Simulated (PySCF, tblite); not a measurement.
Isomers of C6H8NPS. All values are computed: GFN2-xTB (tblite) harmonic vibrations without scaling, gas phase. The method is semi-empirical: single wavenumbers can be off by several per cent or more. Modes of hydrogen on phosphorus can be 10 to 20 % off. One conformer each.

Electronic energies: PBE0/pcSseg-1 single points on the GFN2-xTB geometries (PySCF, gas phase).

| SMILES | electronic energy, lowest = 0 (kcal/mol) |
| --- | --- |
| C[P@@H](=S)c1ccccn1 | 0.0 |
| CSc1ncc(C)cp1 | 21.8 |
| CSc1ccnc(C)p1 | 22.1 |
| CSc1nc(C)ccp1 | 19.7 |
| CSc1cpcc(C)n1 | 18.2 |

**Question.** How do GFN2-xTB zero-point energies change the relative energies?

**Answer.** 
```json
{"SMILES": "C[P@@H](=S)c1ccccn1", "ZPE (kcal/mol)": "77.5", "of it from modes above 1550 cm⁻¹": "38.1", "electronic (kcal/mol)": "0.0", "with ZPE, lowest = 0 (kcal/mol)": "0.0", "lowest mode (cm⁻¹)": "31", "rings": "1"}
{"SMILES": "CSc1cpcc(C)n1", "ZPE (kcal/mol)": "78.3", "of it from modes above 1550 cm⁻¹": "34.8", "electronic (kcal/mol)": "18.2", "with ZPE, lowest = 0 (kcal/mol)": "19.0", "lowest mode (cm⁻¹)": "61", "rings": "1"}
{"SMILES": "CSc1nc(C)ccp1", "ZPE (kcal/mol)": "78.3", "of it from modes above 1550 cm⁻¹": "34.8", "electronic (kcal/mol)": "19.7", "with ZPE, lowest = 0 (kcal/mol)": "20.6", "lowest mode (cm⁻¹)": "68", "rings": "1"}
{"SMILES": "CSc1ncc(C)cp1", "ZPE (kcal/mol)": "78.4", "of it from modes above 1550 cm⁻¹": "34.7", "electronic (kcal/mol)": "21.8", "with ZPE, lowest = 0 (kcal/mol)": "22.6", "lowest mode (cm⁻¹)": "29", "rings": "1"}
{"SMILES": "CSc1ccnc(C)p1", "ZPE (kcal/mol)": "78.2", "of it from modes above 1550 cm⁻¹": "34.7", "electronic (kcal/mol)": "22.1", "with ZPE, lowest = 0 (kcal/mol)": "22.9", "lowest mode (cm⁻¹)": "24", "rings": "1"}
```

The zero-point energies span 0.9 kcal/mol, from `C[P@@H](=S)c1ccccn1` to `CSc1ncc(C)cp1`. The order is unchanged.

**Question.** And how do the electronic energies of GFN2-xTB itself compare?

**Answer.** `C[P@@H](=S)c1ccccn1` 0.0; `CSc1cpcc(C)n1` 21.5; `CSc1nc(C)ccp1` 23.7; `CSc1ncc(C)cp1` 24.7; `CSc1ccnc(C)p1` 26.3 kcal/mol, lowest = 0. Against the energies above, taken from the same isomer `C[P@@H](=S)c1ccccn1`, the largest difference is 4.2 kcal/mol.

**Question.** What do entropy and thermal enthalpy add at 298.15 K and 1 bar (rigid rotor, harmonic oscillator, one conformer each)?

**Answer.** 
| SMILES | point group | symmetry number | S (cal/(mol K)) | H − H(0) (kcal/mol) | ZPE + H − H(0) − TS (kcal/mol) |
| --- | --- | --- | --- | --- | --- |
| C[P@@H](=S)c1ccccn1 | C1 | 1 | 98.3 | 6.62 | 54.8 |
| CSc1cpcc(C)n1 | Cs | 1 | 101.3 | 7.07 | 55.1 |
| CSc1nc(C)ccp1 | Cs | 1 | 101.0 | 7.06 | 55.3 |
| CSc1ncc(C)cp1 | C1 | 1 | 102.7 | 7.11 | 54.8 |

Not tabulated: `CSc1ccnc(C)p1` (lowest mode only 24 cm⁻¹).
